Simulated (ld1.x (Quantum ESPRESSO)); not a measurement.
## Sb (Z = 51): excitation energies, all-electron against ultrasoft

- Element: antimony (Sb)
- Generator: ld1.x (Quantum ESPRESSO) 7.5
- Type: ultrasoft
- Functional: PBE
- Relativity: scalar-relativistic
- Frozen core: [Kr]
- Valence charge: 15
- Reference configuration: 4d10 5s2 5p3
- Partial waves: 5s (bound): rcut 1.45, rcutus 1.75 bohr; 5s channel at -0.6 Ry: rcut 1.45, rcutus 1.75 bohr; 5p (bound): rcut 1.40, rcutus 1.80 bohr; 5p channel at 1.5 Ry: rcut 1.40, rcutus 1.80 bohr; 4d (bound): rcut 1.55, rcutus 1.65 bohr; 4d channel at -1.75 Ry: rcut 1.55, rcutus 1.65 bohr
- Local potential: all-electron potential smoothed inside 1.65 bohr (lloc = -1)
- Core correction: none
- Augmentation charge: PSQ, radius 1.50 bohr

Energies are relative to the spin-unpolarised reference configuration 4d10 5s2 5p3; without spin polarisation the order of configurations can differ from experiment. Not all tests gave a result: test run stopped at test 5 of 7 (negative rho). The frozen-core shift is the all-electron ΔE with the core orbitals held at their reference shape minus the fully relaxed ΔE.

```json
{"valence configuration": "4d10 5s2 5p2", "charge": "+1", "ΔE all-electron (eV)": "8.317", "error AE − PS (meV)": "-2.0", "frozen-core shift (meV)": "+1.6"}
{"valence configuration": "4d10 5s2 5p1", "charge": "+2", "ΔE all-electron (eV)": "24.285", "error AE − PS (meV)": "-5.2", "frozen-core shift (meV)": "+5.5"}
{"valence configuration": "4d10 5s2 5p0", "charge": "+3", "ΔE all-electron (eV)": "48.698", "error AE − PS (meV)": "-6.0", "frozen-core shift (meV)": "+14"}
{"valence configuration": "4d9 5s2 5p4", "charge": "0", "ΔE all-electron (eV)": "31.120", "error AE − PS (meV)": "-269", "frozen-core shift (meV)": "n/a"}
```

Note: ghost states, extra bound levels that the all-electron valence spectrum of the same l lacks: s at -69.1 eV, p at -37.7 eV. A true bound ghost makes a file unfit for plane-wave use.
